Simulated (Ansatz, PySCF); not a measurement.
This PySCF input computes a r2SCAN/def2-TZVPD energy:

```python
from pyscf import gto, scf, dft

mol = gto.M(
    atom='''
    B    -0.00000000   -0.00000000   -0.76882028
    N     0.00000000    0.00000000    0.54915734
    ''',
    basis='def2-tzvpd',
    charge=0,
    spin=2,
    symmetry='C2v',
    verbose=4,
)

mf = dft.UKS(mol, xc='r2scan').density_fit(auxbasis='def2-universal-jkfit')
mf.grids.level = 4
mf.conv_tol = 1e-9
mf.max_cycle = 100
mf.max_memory = 1500
mf.kernel()
if not mf.converged:
    mf = mf.newton()
    mf.kernel(mf.make_rdm1())
mf.analyze()
```

**Question.** Write an input for the same energy in Ansatz (a program for electronic structure) and say what it gives.

**Answer.** 
Ansatz 0.2 input:
```yaml
crystal:
  periodic: [false, false, false]
  atoms:
    - {symbol: B, position_ang: [-0.00000000, -0.00000000, -0.76882028]}
    - {symbol: N, position_ang: [0.00000000, 0.00000000, 0.54915734]}
basis:
  gaussian:
    orbitals: def2-TZVPD
hamiltonian:
  xc: {name: r2SCAN}
magnetization: {spin_polarized: true, initial_magnetization: 2}
output: {forces: true}
```
It gives -79.39777 Eh, and PySCF -79.39777 Eh, a difference of 0.00 mEh.
